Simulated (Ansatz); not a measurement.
Reaction (ligand exchange at the Si–Br bond): `N[Si](O)(Cl)Br` + H–F → `N[Si](O)(F)Cl` + HBr

Isolated molecules relaxed with PBE0-D4/def2-TZVP in Ansatz; ΔE leaves out vibrations. CCSD(T)/CBS adds triple-zeta CCSD(T) − MP2 to the extrapolated MP2 energy (def2 sets, frozen cores). This one scheme is used for every species. Functionals use def2-TZVPP. For Br outer-core shells are correlated without core-valence functions, which leaves a few kJ/mol of doubt a bond. Scalar relativity is left out up to krypton. Each species was taken in one conformer, which may not be the lowest.

```
         species  PBE0 energy (Eh)
`N[Si](O)(Cl)Br`       -3455.20133
             H–F        -100.39405
 `N[Si](O)(F)Cl`        -981.15798
             HBr       -2574.45886
```

Question: Work out ΔE.

Answer: ΔE = (-981.15798) + (-2574.45886) − (-3455.20133) − (-100.39405) = -0.02146 Eh = -0.58 eV. CCSD(T)/CBS gives -0.58 eV.

Question: What do rigid-rotor, harmonic-oscillator terms from PBE0-D4/def2-TZVP frequencies (298.15 K, 1 bar) make of the CCSD(T)/CBS value? (Estimate.)

Answer: Computed: ΔZPE = -0.04 eV, ΔH = -0.64 eV, ΔS = 1 J/(mol·K), ΔG = -0.64 eV.

Largest T1 diagnostic among the species: 0.010.

Leaving LDA and LC-ωPBE aside and taking each functional with its dispersion term where it has one, the values, not all of them listed here, spread over 0.25 eV, from CAM-B3LYP-D4 to revPBE-D4. From BLYP to BHLYP (50 % exact exchange), in def2-TZVPP and without D4, ΔE moves by −0.03 eV.
